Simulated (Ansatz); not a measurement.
Species: N-dimethylboranyl-N-methylethanamine, C₅H₁₄BN, charge 0, multiplicity 1. 
Coordinates optimised at B3LYP-D3(BJ)/def2-TZVP (Ansatz, a quantum-chemistry and plane-wave program):
```xyz
21

C      2.0916     0.2911    -1.2465
C      1.2746    -0.7702    -0.5145
N      0.2780    -0.2064     0.3955
C      0.8296     0.0999     1.7063
B     -1.0562     0.0512     0.0331
C     -2.0775     0.6547     1.0913
C     -1.5969    -0.2365    -1.4272
H      1.4430     0.9015    -1.8768
H      2.8493    -0.1737    -1.8811
H      2.6026     0.9543    -0.5465
H      0.7759    -1.4125    -1.2376
H      1.9422    -1.4162     0.0644
H      1.6972     0.7619     1.6247
H      1.1567    -0.8126     2.2168
H      0.0911     0.5949     2.3290
H     -2.0920     0.1021     2.0351
H     -3.0985     0.6676     0.7057
H     -1.8226     1.6899     1.3448
H     -2.3507    -1.0315    -1.3893
H     -0.8602    -0.5174    -2.1796
H     -2.1278     0.6459    -1.7996
```
Charge 0, spin multiplicity 1.

Total electronic energies in hartree. Correlated levels leave the core frozen unless marked. Spin-orbit coupling is left out. Non-relativistic. CBS(X,Y): correlation extrapolated as X^-3; Hartree-Fock from the larger set. The bracket is a focal-point correction in the basis named.

```json
[
 {"level": "HF/STO-3G", "program": "Ansatz", "energy (Eh)": "-273.38212"},
 {"level": "RI-HF/aug-cc-pVQZ", "program": "Ansatz", "energy (Eh)": "-276.78753"},
 {"level": "revPBE-D4/def2-TZVPD", "program": "Ansatz + dftd4", "energy (Eh)": "-278.67351"},
 {"level": "revPBE/def2-TZVPD", "program": "Ansatz", "energy (Eh)": "-278.61856"},
 {"level": "PBE0/STO-3G", "program": "Ansatz", "energy (Eh)": "-274.94146"},
 {"level": "PBE0/6-31G*", "program": "Ansatz", "energy (Eh)": "…"},
 {"level": "PBE0/def2-SVP", "program": "Ansatz", "energy (Eh)": "-278.06870"},
 {"level": "PBE0-D4/def2-TZVP", "program": "Ansatz + dftd4", "energy (Eh)": "-278.37898"},
 {"level": "PBE0-D4/def2-TZVPD", "program": "Ansatz + dftd4", "energy (Eh)": "-278.37979"},
 {"level": "BHLYP-D4/def2-TZVPD", "program": "Ansatz + dftd4", "energy (Eh)": "-278.55842"},
 {"level": "B2GP-PLYP/def2-TZVPD", "program": "Ansatz", "energy (Eh)": "-278.38307"},
 {"level": "B2PLYP-D3(BJ)/def2-TZVPD", "program": "Ansatz + dftd3", "energy (Eh)": "-278.45243"},
 {"level": "B2PLYP-D4/def2-TZVPD", "program": "Ansatz + dftd4", "energy (Eh)": "-278.45111"},
 {"level": "PBE-QIDH/def2-TZVPD", "program": "Ansatz", "energy (Eh)": "-278.32074"},
 {"level": "RPA@PBE/cc-pVTZ", "program": "Ansatz", "energy (Eh)": "-278.73448"},
 {"level": "RI-MP2/aug-cc-pVTZ", "program": "Ansatz", "energy (Eh)": "-277.99484"},
 {"level": "RI-MP2/CBS(aug-cc-pVTZ,aug-cc-pVQZ)", "program": "Ansatz", "energy (Eh)": "-278.1224"},
 {"level": "SCS-MP2/aug-cc-pVDZ", "program": "Ansatz", "energy (Eh)": "-277.72451"},
 {"level": "CCSD/aug-cc-pVTZ", "program": "Ansatz", "energy (Eh)": "-278.06556"},
 {"level": "CCSD(T)/cc-pVDZ", "program": "Ansatz", "energy (Eh)": "-277.79796"},
 {"level": "CCSD(T)/cc-pVTZ", "program": "Ansatz", "energy (Eh)": "-278.09850"},
 {"level": "RI-MP2/CBS(aug-cc-pVTZ,aug-cc-pVQZ)+[CCSD(T)-MP2]/aug-cc-pVTZ", "program": "Ansatz", "energy (Eh)": "-278.2459"},
 {"level": "RI-MP2/CBS(cc-pVTZ,cc-pVQZ)+[CCSD(T)-MP2]/cc-pVTZ", "program": "Ansatz", "energy (Eh)": "-278.2449"}
]
```

**Question.** What belongs in the gaps?

**Answer.** 
- PBE0/6-31G*, energy (Eh): -278.26374
